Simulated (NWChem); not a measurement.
Molecule: CuCl; SMILES [Cl][Cu]

Computed with NWChem. Pople sets run with spherical d functions. Each level has its own optimisation; frequencies are unscaled.

| level | basis functions | r Cl–Cu (Å) | highest harmonic frequency (cm⁻¹) | zero-point energy (kcal/mol) | dipole (D) | relative time |
|---|---|---|---|---|---|---|
| Hartree-Fock/STO-3G | 27 | 2.028 | 440 | 0.6 | 0.30 | 1 |
| Hartree-Fock/3-21G | 40 | 2.097 | 402 | 0.6 | 7.26 | 1 |
| Hartree-Fock/6-31G* | 52 | 2.111 | 383 | 0.5 | 7.16 | 8 |
| Hartree-Fock/def2-TZVPD | 94 | 2.180 | 353 | 0.5 | 6.95 | 20 |

Relative times are rough (shared machine, one core).
